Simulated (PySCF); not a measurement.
C3H9Ga (SMILES [CH3][Ga]([CH3])[CH3]), singlet, geometry from GFN2-xTB (such geometries of metal compounds can be far from the true shape); DF-R2SCAN/def2-SV(P) (PySCF).

PySCF was given this input:
```python
from pyscf import gto, scf, dft

mol = gto.M(
    atom='''
Ga    0.00000529    0.00007777    0.00001707
C    -1.41606143   -1.46777541   -0.15992464
H    -1.48153476   -1.83989675   -1.18661644
H    -2.40675752   -1.08845087    0.10745406
H    -1.19263554   -2.31657722    0.49209008
C    -0.18761026    1.72486456   -1.08412653
H     0.68547600    1.88408692   -1.72381582
H    -0.26582509    2.59518349   -0.42578806
H    -1.07487761    1.70536745   -1.72277656
C     1.60364150   -0.25727270    1.24402790
H     2.25803039    0.61864670    1.24542668
H     2.20028467   -1.12270684    0.94083315
H     1.27785633   -0.43696259    2.27280363
''',
    basis='def2-sv(p)',
    verbose=4,
)

mf = dft.UKS(mol)
mf.xc = 'r2scan'
mf = mf.density_fit(auxbasis='def2-universal-jkfit')
mf.kernel()
```

Problem. What does PySCF print? Leave out banner, timings and long lists.

Solution. 
```
PySCF version 2.14.0

[INPUT] verbose = 4
[INPUT] num. atoms = 13
[INPUT] num. electrons = 58
[INPUT] charge = 0
[INPUT] spin (= nelec alpha-beta = 2S) = 0
[INPUT] symmetry False subgroup None
[INPUT] Mole.unit = angstrom
[INPUT] Symbol           X                Y                Z      unit          X                Y                Z       unit  Magmom
[INPUT]  1 Ga     0.000005290000   0.000077770000   0.000017070000 AA    0.000009996651   0.000146964001   0.000032257625 Bohr   0.0
[INPUT]  2 C     -1.416061430000  -1.467775410000  -0.159924640000 AA   -2.675968278260  -2.773693537271  -0.302213770170 Bohr   0.0
[INPUT]  3 H     -1.481534760000  -1.839896750000  -1.186616440000 AA   -2.799694940423  -3.476900954977  -2.242380086506 Bohr   0.0
[INPUT]  4 H     -2.406757520000  -1.088450870000   0.107454060000 AA   -4.548112561037  -2.056874044345   0.203058744373 Bohr   0.0
[INPUT]  5 H     -1.192635540000  -2.316577220000   0.492090080000 AA   -2.253754537023  -4.377696492206   0.929915479815 Bohr   0.0
[INPUT]  6 C     -0.187610260000   1.724864560000  -1.084126530000 AA   -0.354532009558   3.259521620368  -2.048702226075 Bohr   0.0
[INPUT]  7 H      0.685476000000   1.884086920000  -1.723815820000 AA    1.295361904962   3.560408273675  -3.257539788993 Bohr   0.0
[INPUT]  8 H     -0.265825090000   2.595183490000  -0.425788060000 AA   -0.502336617138   4.904186039093  -0.804622820510 Bohr   0.0
[INPUT]  9 H     -1.074877610000   1.705367450000  -1.722776560000 AA   -2.031224300327   3.222677422248  -3.255575872220 Bohr   0.0
[INPUT] 10 C      1.603641500000  -0.257272700000   1.244027900000 AA    3.030443236987  -0.486174942327   2.350872022318 Bohr   0.0
[INPUT] 11 H      2.258030390000   0.618646700000   1.245426680000 AA    4.267059018045   1.169072830866   2.353515333426 Bohr   0.0
[INPUT] 12 H      2.200284670000  -1.122706840000   0.940833150000 AA    4.157935422379  -2.121608445776   1.777916982412 Bohr   0.0
[INPUT] 13 H      1.277856330000  -0.436962590000   2.272803630000 AA    2.414798490242  -0.825739621781   4.294976395617 Bohr   0.0

nuclear repulsion = 262.684232135131
number of shells = 48
number of NR pGTOs = 182
number of NR cGTOs = 92
basis = def2-sv(p)
ecp = {}

******** <class 'pyscf.df.df_jk.DFUKS'> ********
method = DFUKS
initial guess = minao
damping factor = 0
level_shift factor = 0
DIIS = <class 'pyscf.scf.diis.CDIIS'>
diis_start_cycle = 1
diis_space = 8
diis_damp = 0
SCF conv_tol = 1e-09
SCF conv_tol_grad = None
SCF max_cycles = 50
direct_scf = False
number electrons alpha = 29  beta = 29
XC library pyscf.dft.libxc version 7.1.2
    S. Lehtola, C. Steigemann, M. J. T. Oliveira, and M. A. L. Marques,  SoftwareX 7, 1–5 (2018)
XC functionals = r2scan
    J. W. Furness, A. D. Kaplan, J. Ning, J. P. Perdew, and J. Sun,  J. Phys. Chem. Lett. 11, 8208–8215 (2020)
    J. W. Furness, A. D. Kaplan, J. Ning, J. P. Perdew, and J. Sun,  J. Phys. Chem. Lett. 11, 9248–9248 (2020)
    J. W. Furness, A. D. Kaplan, J. Ning, J. P. Perdew, and J. Sun,  J. Phys. Chem. Lett. 11, 8208–8215 (2020)
    J. W. Furness, A. D. Kaplan, J. Ning, J. P. Perdew, and J. Sun,  J. Phys. Chem. Lett. 11, 9248–9248 (2020)
radial grids:
    Treutler-Ahlrichs [JCP 102, 346 (1995); DOI:10.1063/1.469408] (M4) radial grids

becke partition: Becke, JCP 88, 2547 (1988); DOI:10.1063/1.454033
pruning grids: <function nwchem_prune>
grids dens level: 3
symmetrized grids: False
atomic radii adjust function: <function treutler_atomic_radii_adjust>
small_rho_cutoff = 0
Set gradient conv threshold to 3.16228e-05
tot grids = 151536
init E= -2043.19344697924
cycle= 1 E= -2043.98848489326  delta_E= -0.795  |g|= 0.589  |ddm|= 2.37
cycle= 2 E= -2043.83706947591  delta_E= 0.151  |g|= 0.838  |ddm|= 1.24
cycle= 3 E= -2044.13546977676  delta_E= -0.298  |g|= 0.043  |ddm|= 0.765
cycle= 4 E= -2044.13589684523  delta_E= -0.000427  |g|= 0.0178  |ddm|= 0.0466
cycle= 5 E= -2044.13602560564  delta_E= -0.000129  |g|= 0.00166  |ddm|= 0.0176
cycle= 6 E= -2044.13602741019  delta_E= -1.8e-06  |g|= 0.000349  |ddm|= 0.00293
cycle= 7 E= -2044.1360275135  delta_E= -1.03e-07  |g|= 8.05e-05  |ddm|= 0.000748
cycle= 8 E= -2044.13602752191  delta_E= -8.41e-09  |g|= 2.88e-05  |ddm|= 0.000207
cycle= 9 E= -2044.13602752312  delta_E= -1.21e-09  |g|= 6.42e-06  |ddm|= 8.7e-05
cycle= 10 E= -2044.13602752315  delta_E= -2.41e-11  |g|= 3.55e-06  |ddm|= 1.46e-05
Extra cycle  E= -2044.13602752314  delta_E= 4.55e-12  |g|= 5.95e-06  |ddm|= 1.01e-05
converged SCF energy = -2044.13602752314  <S^2> = 2.1671553e-13  2S+1 = 1
```
